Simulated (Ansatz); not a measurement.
Program: Ansatz 0.2.0.

CH$_{10}$B$_{2}$Si$_{2}$ (`B[SiH](B)[SiH2]C`) at its PBE0-D4/def2-TZVP geometry, where that method's forces vanish. Total charge 0; spin multiplicity 1.

```json
{"atom": "B1", "x (Å)": "1.353", "y (Å)": "-0.268", "z (Å)": "-1.790"}
{"atom": "Si2", "x (Å)": "-0.048", "y (Å)": "0.971", "z (Å)": "-1.153"}
{"atom": "B3", "x (Å)": "0.423", "y (Å)": "2.199", "z (Å)": "0.324"}
{"atom": "Si4", "x (Å)": "-1.228", "y (Å)": "-0.632", "z (Å)": "0.159"}
{"atom": "C5", "x (Å)": "-0.166", "y (Å)": "-1.342", "z (Å)": "1.529"}
{"atom": "H6", "x (Å)": "1.379", "y (Å)": "-0.688", "z (Å)": "-2.909"}
{"atom": "H7", "x (Å)": "2.166", "y (Å)": "-0.676", "z (Å)": "-1.012"}
{"atom": "H8", "x (Å)": "-1.007", "y (Å)": "1.482", "z (Å)": "-2.173"}
{"atom": "H9", "x (Å)": "-0.100", "y (Å)": "3.264", "z (Å)": "0.469"}
{"atom": "H10", "x (Å)": "1.215", "y (Å)": "1.840", "z (Å)": "1.146"}
{"atom": "H11", "x (Å)": "-1.705", "y (Å)": "-1.713", "z (Å)": "-0.748"}
{"atom": "H12", "x (Å)": "-2.437", "y (Å)": "0.033", "z (Å)": "0.723"}
{"atom": "H13", "x (Å)": "0.170", "y (Å)": "-0.557", "z (Å)": "2.209"}
{"atom": "H14", "x (Å)": "0.718", "y (Å)": "-1.835", "z (Å)": "1.120"}
{"atom": "H15", "x (Å)": "-0.734", "y (Å)": "-2.077", "z (Å)": "2.105"}
```

(1) For each bond, give half the difference of the two atoms' forces along it (eV/Å; positive pushes the atoms apart) under PBE-D4, r2SCAN-D4, B3LYP-D4, ωB97M-V in def2-TZVPP. (Estimate.)

Results:

(1) The calculation gave: 
```json
{"bond": "B1–Si2", "length (Å)": "1.977", "PBE-D4": "-0.09", "r2SCAN-D4": "0.00", "B3LYP-D4": "0.08", "ωB97M-V": "0.08"}
{"bond": "B1–H6", "length (Å)": "1.195", "PBE-D4": "0.10", "r2SCAN-D4": "-0.02", "B3LYP-D4": "-0.11", "ωB97M-V": "-0.12"}
{"bond": "B1–H7", "length (Å)": "1.197", "PBE-D4": "0.08", "r2SCAN-D4": "-0.03", "B3LYP-D4": "-0.10", "ωB97M-V": "-0.10"}
{"bond": "Si2–B3", "length (Å)": "1.977", "PBE-D4": "-0.09", "r2SCAN-D4": "0.00", "B3LYP-D4": "0.08", "ωB97M-V": "0.08"}
{"bond": "Si2–Si4", "length (Å)": "2.384", "PBE-D4": "0.07", "r2SCAN-D4": "0.06", "B3LYP-D4": "0.08", "ωB97M-V": "-0.02"}
{"bond": "Si2–H8", "length (Å)": "1.490", "PBE-D4": "0.11", "r2SCAN-D4": "-0.01", "B3LYP-D4": "-0.08", "ωB97M-V": "-0.11"}
{"bond": "B3–H9", "length (Å)": "1.195", "PBE-D4": "0.10", "r2SCAN-D4": "-0.02", "B3LYP-D4": "-0.11", "ωB97M-V": "-0.12"}
{"bond": "B3–H10", "length (Å)": "1.197", "PBE-D4": "0.08", "r2SCAN-D4": "-0.03", "B3LYP-D4": "-0.10", "ωB97M-V": "-0.10"}
{"bond": "Si4–C5", "length (Å)": "1.873", "PBE-D4": "-0.03", "r2SCAN-D4": "0.00", "B3LYP-D4": "0.13", "ωB97M-V": "0.09"}
{"bond": "Si4–H11", "length (Å)": "1.490", "PBE-D4": "0.09", "r2SCAN-D4": "-0.01", "B3LYP-D4": "-0.11", "ωB97M-V": "-0.12"}
{"bond": "Si4–H12", "length (Å)": "1.490", "PBE-D4": "0.09", "r2SCAN-D4": "-0.01", "B3LYP-D4": "-0.12", "ωB97M-V": "-0.13"}
{"bond": "C5–H13", "length (Å)": "1.092", "PBE-D4": "0.10", "r2SCAN-D4": "-0.02", "B3LYP-D4": "-0.05", "ωB97M-V": "-0.04"}
{"bond": "C5–H14", "length (Å)": "1.092", "PBE-D4": "0.10", "r2SCAN-D4": "-0.02", "B3LYP-D4": "-0.05", "ωB97M-V": "-0.04"}
{"bond": "C5–H15", "length (Å)": "1.093", "PBE-D4": "0.11", "r2SCAN-D4": "-0.01", "B3LYP-D4": "-0.05", "ωB97M-V": "-0.06"}
```

B3LYP here is the variant with VWN-RPA as its local correlation; programs differ in this.
